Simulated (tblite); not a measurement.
Species: C₃H₉PSSi.
SMILES with atom numbers: `[CH3:1][S:2][CH2:3]/[P:4]=[CH:5]\[SiH3:6]` (hydrogens: H7, H8, H9 on C1; H10, H11 on C3; H12 on C5; H13, H14, H15 on Si6)

Computed geometry: GFN2-xTB, gas phase.

Q: List the bond lengths, angles and torsions at this level.

A: 
```tsv
bond	length (Å)	order
C1–S2	1.813	single
S2–C3	1.816	single
C3–P4	1.876	single
P4=C5	1.669	double
C5–Si6	1.888	single
C1–H7, C1–H8, C1–H9	1.087	single
C3–H10, C3–H11	1.092	single
C5–H12	1.085	single
Si6–H13, Si6–H14, Si6–H15	1.464	single
```

Bonds in one row agree within 0.01 Å and their mean is given. Orders are formal, as drawn. A selection of angles:
```tsv
angle	degrees
S2–C1–H7	107.0
S2–C1–H8	109.6
H7–C1–H8	110.2
H8–C1–H9	110.6
C1–S2–C3	99.1
S2–C3–P4	115.8
S2–C3–H10	108.0
S2–C3–H11	105.9
P4–C3–H10	108.8
H10–C3–H11	108.7
C3–P4–C5	103.5
P4–C5–Si6	132.9
P4–C5–H12	112.5
Si6–C5–H12	114.6
C5–Si6–H13	104.5
C5–Si6–H14	111.9
C5–Si6–H15	109.5
H13–Si6–H14	108.8
H14–Si6–H15	111.9
```

Dihedral angles: C1–S2–C3–P4 -56° (synclinal); S2–C3–P4–C5 -55° (synclinal); C3–P4–C5–Si6 0° (synperiplanar). The mirror-image conformer, all signs reversed, is as good.

The C–P distances run from 1.669 Å (P4=C5, drawn double) to 1.876 Å (C3–P4, drawn single), a spread of 0.207 Å. Si6 (SiH3 silicon) is distorted tetrahedral (angles from 104.5° to 111.9°). Of the pairs four or more bonds apart, S2···Si6 is among the closest relative to their van der Waals radii: 3.30 Å, 85 % of the sum of Bondi's values.

Point group: C1 (no symmetry element, even within 0.4 Å). Its GFN2-xTB frequencies are all real (lowest 38 cm⁻¹). One conformer, not necessarily the lowest. 3 starts were optimised and ended at 0.00, 0.53 and 1.86 kcal/mol (GFN2-xTB); the lowest of these is shown.
